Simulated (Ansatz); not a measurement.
propene (C3H6), singlet, geometry from GFN2-xTB; B3LYP/6-31G** (Ansatz, a quantum-chemistry and plane-wave program).

Ansatz was given this input:
Ansatz 0.2 input:
```yaml
crystal:
  periodic: [false, false, false]
  atoms:
    - {symbol: C, position_ang: [1.27989193, 0.12352179, 0.00919112]}
    - {symbol: C, position_ang: [0.00825223, 0.47486055, 0.00924347]}
    - {symbol: H, position_ang: [1.58086326, -0.91147352, -0.00926160]}
    - {symbol: H, position_ang: [2.07459801, 0.84971927, 0.02748105]}
    - {symbol: H, position_ang: [-0.26659719, 1.52209281, 0.02807201]}
    - {symbol: C, position_ang: [-1.13573952, -0.48243353, -0.01537878]}
    - {symbol: H, position_ang: [-0.78376375, -1.51090673, -0.03343425]}
    - {symbol: H, position_ang: [-1.76443256, -0.33959044, 0.86334919]}
    - {symbol: H, position_ang: [-1.75509560, -0.30553422, -0.89454124]}
basis:
  gaussian:
    orbitals: 6-31G__.json
    final_grid: {core_spheres: 4, valence_spheres: 8, degree: 17}
hamiltonian:
  xc: b3lyp
```
The basis file holds 6-31G** in the JSON format of the Basis Set Exchange.

What does Ansatz print? Leave out banner, timings and long lists.


```
Functional definition: B3LYP
825 factors; their error is unknown
mean field evaluation 1: about -3203.1794 eV, gradient 4.7e1 eV
mean field evaluation 2: about -3202.3569 eV, gradient 5.0e1 eV
mean field evaluation 4: about -3208.6859 eV, gradient 2.2e0 eV
mean field evaluation 8: about -3208.6545 eV, gradient 3.8e-2 eV
mean field -3208.65450477 eV, -117.9158781460 hartree, gradient 2.9e-5 eV, S^2 0.000000; 0 other end points of the search recorded, 0 dependent functions left out
reference -3208.65463886 eV, -117.9158830739 hartree; 12, 12 occupied and 63, 63 virtual orbitals, 825 factors
Total energy: -3208.65463886 eV, -117.9158830739 hartree
```
